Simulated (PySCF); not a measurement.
Nb(S)(F)(NH2)2 (FH₄N₂NbS), SMILES [NH2][Nb]([NH2])([F])=[S], multiplicity 1.

The structure is a stationary point at B3LYP-D3(BJ)/def2-SVP. The multiplicity is an assumed one; other spin states were not compared. The def2 effective core potentials stand for the cores of Nb; spin–orbit coupling is left out. The values are those of a single conformer.

Calculation: TDA-PBE/def2-SVPD in PySCF.

Vertical excitations. Isolated molecule, no solvent. State labels are in the subgroup Cs.

Computed lowest excited states:
```tsv
state	symmetry	energy (eV)	λ (nm)	f	main pairs
S1	A"	3.85	322	0.000	HOMO→LUMO 92 %
S2	A'	4.04	307	0.008	HOMO−1→LUMO 71 %, HOMO→LUMO+1 22 %
S3	A"	4.25	292	0.004	HOMO−1→LUMO+1 88 %
S4	A'	4.30	288	0.009	HOMO−2→LUMO 55 %, HOMO→LUMO+1 38 %
S5	A"	4.48	277	0.006	HOMO−2→LUMO+1 72 %, HOMO−4→LUMO 13 %, HOMO−3→LUMO 12 %
S6	A'	4.78	260	0.022	HOMO−2→LUMO 25 %, HOMO→LUMO+1 21 %, HOMO−1→LUMO 12 %, HOMO−4→LUMO+1 10 %
S7	A"	4.80	258	0.004	HOMO−3→LUMO 66 %, HOMO−1→LUMO+2 25 %
S8	A"	4.88	254	0.001	HOMO−4→LUMO 61 %, HOMO−1→LUMO+2 24 %, HOMO−3→LUMO 11 %
S9	A'	5.00	248	0.008	HOMO→LUMO+2 86 %
S10	A"	5.10	243	0.043	HOMO−1→LUMO+2 44 %, HOMO−4→LUMO 16 %, HOMO−2→LUMO+2 15 %, HOMO−2→LUMO+1 11 %
T1	A'	3.40	365	0	HOMO−1→LUMO 50 %, HOMO−2→LUMO 30 %, HOMO→LUMO+1 18 %
T2	A"	3.54	350	0	HOMO→LUMO 88 %
T3	A'	3.67	338	0	HOMO→LUMO+1 68 %, HOMO−1→LUMO 29 %
T4	A'	3.79	327	0	HOMO−2→LUMO 67 %, HOMO−1→LUMO 20 %, HOMO→LUMO+1 11 %
```
Triplets are in the Tamm–Dancoff approximation.
